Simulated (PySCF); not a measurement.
PySCF input (TPSSh/def2-TZVPD):

```python
from pyscf import gto, scf, dft

mol = gto.M(
    atom='''
    Ge    0.01702322    0.00004286    1.24039677
    I     1.01958355   -1.73557282   -0.38846273
    I    -1.02986172    1.73554695   -0.36045607
    ''',
    basis='def2-tzvpd',
    ecp='def2-tzvp',
    charge=0,
    spin=0,
    verbose=4,
)

mf = dft.RKS(mol, xc='tpssh').density_fit(auxbasis='def2-universal-jkfit')
mf.grids.level = 3
mf.conv_tol = 1e-9
mf.max_cycle = 100
mf.max_memory = 1500
mf.kernel()
if not mf.converged:
    mf = mf.newton()
    mf.kernel(mf.make_rdm1())
mf.analyze()
```

Output:

```
ECP def2-tzvp not found for  Ge
PySCF version 2.14.0

[INPUT] verbose = 4
[INPUT] num. atoms = 3
[INPUT] num. electrons = 82
[INPUT] charge = 0
[INPUT] spin (= nelec alpha-beta = 2S) = 0
[INPUT] symmetry False subgroup None
[INPUT] Mole.unit = angstrom
[INPUT] Symbol           X                Y                Z      unit          X                Y                Z       unit  Magmom
[INPUT]  1 Ge     0.017023220000   0.000042860000   1.240396770000 AA    0.032169223558   0.000080993662   2.344010181095 Bohr   0.0
[INPUT]  2 I      1.019583550000  -1.735572820000  -0.388462730000 AA    1.926733670612  -3.279757299039  -0.734088169301 Bohr   0.0
[INPUT]  3 I     -1.029861720000   1.735546950000  -0.360456070000 AA   -1.946156596974   3.279708411824  -0.681163252237 Bohr   0.0

nuclear repulsion = 409.866898476858
number of shells = 56
number of NR pGTOs = 314
number of NR cGTOs = 172
basis = def2-tzvpd
ecp = def2-tzvp

******** <class 'pyscf.df.df_jk.DFRKS'> ********
method = DFRKS
initial guess = minao
damping factor = 0
level_shift factor = 0
DIIS = <class 'pyscf.scf.diis.CDIIS'>
diis_start_cycle = 1
diis_space = 8
diis_damp = 0
SCF conv_tol = 1e-09
SCF conv_tol_grad = None
SCF max_cycles = 100
direct_scf = False
XC library pyscf.dft.libxc version 7.1.2
    S. Lehtola, C. Steigemann, M. J. T. Oliveira, and M. A. L. Marques,  SoftwareX 7, 1–5 (2018)
XC functionals = tpssh
    V. N. Staroverov, G. E. Scuseria, J. Tao, and J. P. Perdew,  J. Chem. Phys. 119, 12129 (2003)
radial grids:
    Treutler-Ahlrichs [JCP 102, 346 (1995); DOI:10.1063/1.469408] (M4) radial grids

becke partition: Becke, JCP 88, 2547 (1988); DOI:10.1063/1.454033
pruning grids: <function nwchem_prune>
grids dens level: 3
symmetrized grids: False
atomic radii adjust function: <function treutler_atomic_radii_adjust>
small_rho_cutoff = 0
Set gradient conv threshold to 3.16228e-05
Initial guess from minao.
tot grids = 64560
******** <class 'pyscf.df.df.DF'> ********
auxbasis = def2-universal-jkfit
init E= -2587.1457119557
  HOMO = -0.980024493494696  LUMO = -0.74532589772054  gap/eV = 6.38647
cycle= 1 E= -2667.97132406461  delta_E= -80.8  |g|= 5.18  |ddm|= 27.5
  HOMO = -0.0104445690621641  LUMO = -0.00687645046989485  gap/eV = 0.09709
cycle= 2 E= -2656.8659890721  delta_E= 11.1  |g|= 7.33  |ddm|= 20.6
  HOMO = -0.197284582741468  LUMO = -0.12624173750957  gap/eV = 1.93317
cycle= 3 E= -2670.98387873563  delta_E= -14.1  |g|= 1.87  |ddm|= 17.7
[...]
cycle= 13 E= -2672.28809006012  delta_E= -4.62e-10  |g|= 1.05e-05  |ddm|= 5.95e-05
  HOMO = -0.250364985234998  LUMO = -0.138356127096072  gap/eV = 3.04792
Extra cycle  E= -2672.28809006  delta_E= 1.2e-10  |g|= 2.29e-05  |ddm|= 3.58e-05
converged SCF energy = -2672.28809006
**** SCF Summaries ****
Total Energy =                       -2672.288090060000741
Nuclear Repulsion Energy =             409.866898476857727
One-electron Energy =                -4748.071511019821628
Two-electron Energy =                 1665.916522482963273
Two-electron Coulomb Energy =         1789.155757514723746
DFT Exchange-Correlation Energy =     -123.239235031760472
HOMO-LUMO gap [eV] =                     3.047916276477743
**** MO energy ****
MO #1   energy= -398.53024287244   occ= 2
MO #2   energy= -49.6418131380704  occ= 2
MO #3   energy= -44.1350075040943  occ= 2
MO #4   energy= -44.1334569002753  occ= 2
MO #5   energy= -44.1329445483801  occ= 2
MO #6   energy= -6.76264642174673  occ= 2
MO #7   energy= -6.76264370363643  occ= 2
MO #8   energy= -6.20708881122012  occ= 2
MO #9   energy= -4.7958559515572   occ= 2
MO #10  energy= -4.79585377823301  occ= 2
MO #11  energy= -4.79177780860824  occ= 2
MO #12  energy= -4.79177596384679  occ= 2
MO #13  energy= -4.78912447662032  occ= 2
MO #14  energy= -4.78912180216599  occ= 2
MO #15  energy= -4.37603693981253  occ= 2
MO #16  energy= -4.37134435231904  occ= 2
MO #17  energy= -4.36944745055785  occ= 2
MO #18  energy= -1.86984934118115  occ= 2
MO #19  energy= -1.86983524938415  occ= 2
MO #20  energy= -1.86873810996886  occ= 2
MO #21  energy= -1.8687337964459   occ= 2
MO #22  energy= -1.86659449425671  occ= 2
MO #23  energy= -1.86657426814438  occ= 2
MO #24  energy= -1.86299447249482  occ= 2
MO #25  energy= -1.8629906175501   occ= 2
MO #26  energy= -1.86275550803003  occ= 2
MO #27  energy= -1.86275391592175  occ= 2
MO #28  energy= -1.20831206101449  occ= 2
MO #29  energy= -1.20714828066869  occ= 2
MO #30  energy= -1.20559168098179  occ= 2
MO #31  energy= -1.20286881118091  occ= 2
MO #32  energy= -1.2018715672937   occ= 2
MO #33  energy= -0.687790319514542 occ= 2
MO #34  energy= -0.668199260688638 occ= 2
MO #35  energy= -0.483510191100862 occ= 2
MO #36  energy= -0.327648281968925 occ= 2
MO #37  energy= -0.298249151432087 occ= 2
MO #38  energy= -0.290136176536869 occ= 2
MO #39  energy= -0.267314161410057 occ= 2
MO #40  energy= -0.254416398271073 occ= 2
MO #41  energy= -0.250364985234998 occ= 2
MO #42  energy= -0.138356127096072 occ= 0
MO #43  energy= -0.0699936462830712 occ= 0
MO #44  energy= -0.0509711699942631 occ= 0
MO #45  energy= 0.00821010240904801 occ= 0
MO #46  energy= 0.0177446740375385 occ= 0
MO #47  energy= 0.0221012109469547 occ= 0
MO #48  energy= 0.0223153058000312 occ= 0
MO #49  energy= 0.0336520327469867 occ= 0
MO #50  energy= 0.0344454382809534 occ= 0
MO #51  energy= 0.0394808311196631 occ= 0
MO #52  energy= 0.0585349648360691 occ= 0
MO #53  energy= 0.0741251846090265 occ= 0
MO #54  energy= 0.0762750067451733 occ= 0
MO #55  energy= 0.0802348406457594 occ= 0
MO #56  energy= 0.0855078581148655 occ= 0
MO #57  energy= 0.100792914599321  occ= 0
MO #58  energy= 0.107505871239164  occ= 0
MO #59  energy= 0.11581354845489   occ= 0
MO #60  energy= 0.118037402496944  occ= 0
MO #61  energy= 0.132708511003876  occ= 0
MO #62  energy= 0.141599496947239  occ= 0
MO #63  energy= 0.142208015754064  occ= 0
MO #64  energy= 0.160656988746114  occ= 0
MO #65  energy= 0.163107852399704  occ= 0
MO #66  energy= 0.171058119060517  occ= 0
MO #67  energy= 0.177510326584003  occ= 0
MO #68  energy= 0.184723213267099  occ= 0
MO #69  energy= 0.240481936585019  occ= 0
MO #70  energy= 0.255941262982533  occ= 0
MO #71  energy= 0.26743329877917   occ= 0
MO #72  energy= 0.271390391847489  occ= 0
MO #73  energy= 0.279778722707827  occ= 0
MO #74  energy= 0.279817460622823  occ= 0
MO #75  energy= 0.287006240626477  occ= 0
MO #76  energy= 0.299040276313303  occ= 0
MO #77  energy= 0.317574751610543  occ= 0
MO #78  energy= 0.340505983958548  occ= 0
MO #79  energy= 0.347629671656317  occ= 0
MO #80  energy= 0.349218213256754  occ= 0
MO #81  energy= 0.362473077445427  occ= 0
MO #82  energy= 0.380793566861262  occ= 0
MO #83  energy= 0.397872372788576  occ= 0
MO #84  energy= 0.399807747409251  occ= 0
MO #85  energy= 0.410490100084948  occ= 0
MO #86  energy= 0.414824188144993  occ= 0
MO #87  energy= 0.44230449390607   occ= 0
MO #88  energy= 0.446267938442911  occ= 0
MO #89  energy= 0.45080261947766   occ= 0
MO #90  energy= 0.4959142792769    occ= 0
MO #91  energy= 0.514312296502104  occ= 0
MO #92  energy= 0.51502400802409   occ= 0
MO #93  energy= 0.540006301532491  occ= 0
MO #94  energy= 0.717842620412509  occ= 0
MO #95  energy= 0.748547737014218  occ= 0
MO #96  energy= 0.768579276357493  occ= 0
MO #97  energy= 0.782738488402155  occ= 0
MO #98  energy= 0.784143539705227  occ= 0
MO #99  energy= 0.80995976822152   occ= 0
MO #100 energy= 0.821232262828225  occ= 0
MO #101 energy= 0.825953937915848  occ= 0
MO #102 energy= 0.853911853624976  occ= 0
MO #103 energy= 0.854431250025999  occ= 0
MO #104 energy= 0.854540290580899  occ= 0
MO #105 energy= 0.857823078202474  occ= 0
MO #106 energy= 0.858208136227906  occ= 0
MO #107 energy= 0.862526189586929  occ= 0
[...]
```
